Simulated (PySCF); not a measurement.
Al(F)2(OSiH3) (AlF₂H₃OSi), SMILES [F][Al]([F])[O][SiH3]. Atoms are numbered in the order given.

```xyz
8

Al     0.0992     0.1842     0.9786
F     -0.6231    -0.7855     2.1028
F      0.9862     1.4644     1.5261
O     -0.0621    -0.1204    -0.6561
Si    -0.2297    -0.4270    -2.2739
H      0.3972     0.6682    -3.0667
H     -1.6764    -0.5145    -2.6217
H      0.4360    -1.7173    -2.6110
```
Charge 0, spin multiplicity 1.

Geometry optimised at B3LYP-D3(BJ)/def2-SVP. The structure was generated by enumeration; whether it is a known compound was not checked. Other conformers were not sampled.

Two levels are set side by side: PBE/pcSseg-1 (PySCF) and PBE0/pcSseg-1 (PySCF). GIAO shifts against CFCl3 (¹⁹F), H2O (¹⁷O), TMS (²⁹Si), TMS (¹H) at the same level; non-relativistic, no solvent, atoms listed together averaged. Differences are taken from unrounded values.

```json
[
 {"quantity": "δ(¹⁹F) of F2, F3 (ppm)", "PBE0": "-212.7", "PBE": "-231.3", "PBE minus PBE0": "-18.6"},
 {"quantity": "δ(¹⁷O) of O4 (ppm)", "PBE0": "-1.0", "PBE": "6.7", "PBE minus PBE0": "7.7"},
 {"quantity": "δ(²⁹Si) of Si5 (ppm)", "PBE0": "-34.1", "PBE": "-35.0", "PBE minus PBE0": "-0.9"},
 {"quantity": "δ(¹H) of H6, H7, H8 (ppm)", "PBE0": "5.40", "PBE": "5.62", "PBE minus PBE0": "0.22"}
]
```

Rough cost on one machine, each run with all the roots and properties that it gave: PBE0 against PBE within a factor of 2.
